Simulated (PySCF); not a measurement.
The vertical singlet excitations below were computed for one of the candidates. The calculation used PySCF, TDDFT CAM-B3LYP/def2-SVPD, vertical, gas phase, core orbitals frozen in the response. Geometries: GFN2-xTB, one conformer each.

```csv
state,ν̃ (cm⁻¹),f,"main configurations (H = HOMO, L = LUMO)"
S1,36740,0.208,H→L (91%)
S2,42160,0.056,"H-2→L (56%), H-3→L (32%)"
S3,42690,0.038,"H-1→L (75%), H→L+1 (15%)"
S4,45030,0.107,"H→L+1 (74%), H-1→L (14%)"
S5,48330,0.045,"H-3→L (42%), H-2→L (23%)"
S6,48980,0.022,"H→L+3 (45%), H→L+5 (15%)"
S7,49540,0.011,"H→L+2 (63%), H-3→L (10%)"
S8,50220,0.060,H-1→L+1 (79%)
```

Orbital energies (eV): HOMO-3 -9.62, HOMO-2 -8.98, HOMO-1 -8.46, HOMO -7.69, LUMO -0.48, LUMO+1 0.63, LUMO+2 1.21.

Task: Which structure fits?
A. `C/C(F)=P/c1ccsc1`
B. `Fc1cc(F)c(F)c(F)c1`
C. `c1(cc(c(F)cc1F)F)F`

Result: A. Its S1, at 4.55 eV, is the lowest among the candidates; the nearest of the others has S1 at 5.28 eV. S1 is HOMO→LUMO (91%). Löwdin shares by element: HOMO carbon 47% or more, phosphorus 21% (atoms not listed hold the other 33%); LUMO carbon 45% or more, phosphorus 30% (atoms not listed hold the other 25%). At the same level the other candidates give, for their lowest levels:
- `Fc1cc(F)c(F)cc1F`: 5.28 eV (f 0.040); 6.24 eV (f 0.000); 6.57 eV (f 0.000); 7.17 eV (f 0.579); 7.27 eV (f 0.012); T1 4.09 eV; HOMO -8.86, LUMO -0.23 eV
- `Fc1cc(F)c(F)c(F)c1`: 5.44 eV (f 0.013); 6.25 eV (f 0.000); 6.43 eV (f 0.002); 6.89 eV (f 0.000); 7.13 eV (f 0.570); T1 4.12 eV; HOMO -9.02, LUMO -0.03 eV

The values belong to the conformer `[CH3:1]/[C:2]([F:3])=[P:4]/[c:5]1[cH:6][cH:7][s:8][cH:9]1`: C2–P4–C5–C6 -143°.
Triplets come from the Tamm–Dancoff approximation.
